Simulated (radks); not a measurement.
Values are calculated unless marked as measured or tabulated.
How relativity changes the ionisation of neutral antimony ([Kr] 4d10 5s2 5p3) to Sb+ ([Kr] 4d10 5s2 5p2). Spin-unpolarised spherical Kohn-Sham, LDA (Slater exchange, Perdew-Wang correlation), point nucleus unless stated (finite: rms radius 4.6802 fm), a radial shooting solver on a logarithmic mesh with Libxc functionals. A level marked "c x" has the speed of light scaled by that factor and shares open shells by 2j + 1; other Dirac levels either fill j = l - 1/2 first or share by 2j + 1.

level                               E(Sb) (hartree)  E(Sb+) (hartree)  IE (eV)   HOMO  <r> HOMO (bohr)
non-rel.                                -6310.35546       -6310.04106    8.555     5p            2.920
scalar-rel.                             -6475.96768       -6475.65477    8.515     5p            2.904
scalar-rel., finite nucleus             -6475.78617       -6475.47325    8.515     5p            2.904
Dirac, 2j+1 shares                      -6478.01022       -6477.69667    8.532  5p3/2            2.951
Dirac, low j first                      -6478.03330       -6477.73392    8.146  5p3/2            2.967
Dirac, 2j+1 shares, finite nucleus      -6477.82813       -6477.51458    8.532  5p3/2            2.951
Dirac, c x 1.5                          -6382.00386       -6381.68993    8.543  5p3/2            2.933
Dirac, c x 2                            -6350.13144       -6349.81731    8.548  5p3/2            2.927
Dirac, c x 100                          -6310.37111       -6310.05671    8.555  5p3/2            2.920

NIST Atomic Spectra Database: 8.608 eV (measured). The relativistic part of the total energy of Sb is -167.5 hartree (Dirac, 2j+1 shares, finite nucleus), 2.7 % of the non-relativistic value. Spin polarisation and multiplet splitting of open shells are left out at every level.

Beside tabulated values, note that relativity, absent from the non-relativistic runs, is large for the heavy elements, and spin-unpolarised runs miss the spin-polarisation part of the exchange energy of open shells.
